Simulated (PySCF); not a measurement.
Values are calculated unless marked as measured or tabulated.
# C2H10NSi2

C2H10NSi2 is a small molecule (built as: C site whose three back bonds go to SiH3, NHSiH3, CH3), neutral, doublet. The structure, one conformer, was relaxed in the gas phase by PBE0-D3(BJ)/def2-SVP. No frequency run checks that it is a minimum.

SMILES: C[C]([SiH3])N[SiH3]

```
atom   x (Å)   y (Å)   z (Å)
  C1  -0.448   0.143   0.035
 Si2  -1.894   1.244  -0.303
  N3   0.842   0.586  -0.237
 Si4   2.359  -0.272  -0.050
  C5  -0.599  -1.284   0.449
  H6  -2.983   0.980   0.689
  H7  -1.436   2.669  -0.199
  H8  -2.506   1.089  -1.670
  H9   0.914   1.567  -0.486
 H10   3.395   0.664  -0.575
 H11   2.680  -0.612   1.372
 H12   2.368  -1.545  -0.831
 H13   0.071  -1.541   1.292
 H14  -1.626  -1.500   0.778
 H15  -0.367  -1.990  -0.372
```

EPR values by unrestricted B3LYP, IGLO-III on C N Si, pcH-1 on H.

Q: Predict g and the largest hyperfine couplings. Where does the spin sit?

A: g = 2.0021, 2.0030, 2.0034. The spin sits on C1 (77 %, bonded to 1 C + 1 N + 1 Si) by Mulliken populations.
```csv
atom,isotope,isotropic (MHz),"dipolar, principal values (MHz)"
C1,13C,64.2,"-61.5, -61.0, 122.6"
H15,1H,101.5,"-3.6, -3.2, 6.7"
H8,1H,80.6,"-2.9, -1.6, 4.5"
H13,1H,65.2,"-4.0, -3.1, 7.1"
Si2,29Si,42.2,"-3.5, -0.2, 3.7"
H11,1H,30.1,"-1.8, -1.4, 3.2"
```

Q: How do the isotropic couplings move with BHandHLYP?

A: C1 64.2 to 92.0 MHz, H15 101.5 to 104.2 MHz, H8 80.6 to 78.2 MHz, H13 65.2 to 67.8 MHz.

The 2 runs behind this took 2.7 min in all, one thread each of Arm Neoverse V1 on a shared host, launched as `OMP_NUM_THREADS=1 python cluster_run.py task.json out`.
